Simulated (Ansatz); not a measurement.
Relaxation of C₂H₇AlN₂O (13 atoms, charge 0, multiplicity 1), to a largest force component of 0.015 eV/Å in at most 40 steps.

All numbers below come from RKS revPBE/STO-3G in Ansatz 0.2.0.

```xyz
13
Properties=species:S:1:pos:R:3:forces:R:3
C -0.009 -2.293 0.164 -1.74 3.51 0.70
Al 0.494 -0.404 -0.340 2.11 -0.60 -0.37
O 2.037 -0.124 -1.258 -1.33 -0.22 0.57
C -0.567 1.151 0.153 -1.60 -2.99 0.80
N -1.750 0.951 0.779 -0.40 3.80 -0.08
N -0.234 2.477 -0.194 -0.27 0.81 0.06
H -1.008 -2.474 -0.315 0.65 -0.42 0.37
H 0.743 -2.954 -0.211 0.76 -1.24 -0.12
H -0.148 -2.306 1.298 0.34 -0.52 -1.34
H 2.749 -0.006 -0.507 -0.21 -0.06 0.07
H -2.091 0.005 1.090 1.16 -1.50 -0.45
H 0.679 2.632 -0.691 -0.34 0.38 0.12
H -0.874 3.310 0.046 0.86 -0.94 -0.33
```

Q: Where does it end, and by what steps?

A: It converged. Limits of this set-up: minimal basis. After 19 steps the energy has fallen by 1.426 eV; H10 moved furthest, 1.04 Å.

| step | energy less start (eV) | largest force component (eV/Å) | accepted |
| --- | --- | --- | --- |
| 0 | 0.0000 | 3.799 | yes |
| 1 | -0.7210 | 0.994 | yes |
| 2 | -0.8249 | 1.371 | yes |
| 3 | -0.9279 | 1.729 | yes |
| 4 | -1.2195 | 0.800 | yes |
| 5 | -1.3070 | 1.546 | yes |
| 6 | -1.3688 | 1.415 | yes |
| 7 | -1.3531 | 0.842 | no |
| 8 | -1.4140 | 0.217 | yes |
| 9 | -1.4137 | 0.183 | no |
| 10 | -1.4192 | 0.096 | yes |
| 11 | -1.4207 | 0.080 | yes |
| 12 | -1.4228 | 0.060 | yes |
| 13 | -1.4242 | 0.038 | yes |
| 14 | -1.4254 | 0.060 | yes |
| 15 | -1.4259 | 0.067 | yes |
| 16 | -1.4263 | 0.036 | yes |
| 17 | -1.4264 | 0.023 | yes |
| 18 | -1.4264 | 0.029 | no |
| 19 | -1.4265 | 0.011 | yes |

```xyz
13
Properties=species:S:1:pos:R:3
C 0.159 -2.161 0.289
Al 0.518 -0.330 -0.199
O 1.916 0.153 -1.077
C -0.698 1.138 0.168
N -2.007 1.160 0.493
N -0.052 2.456 0.233
H -0.769 -2.536 -0.182
H 0.969 -2.853 -0.008
H 0.023 -2.277 1.381
H 2.459 -0.719 -1.212
H -2.295 0.110 0.534
H 0.593 2.606 -0.599
H -0.796 3.218 0.195
```

Whether the end is a true minimum wasn't checked by a vibrational analysis.

Run time: 80 s on 1 CPU thread of a shared host.
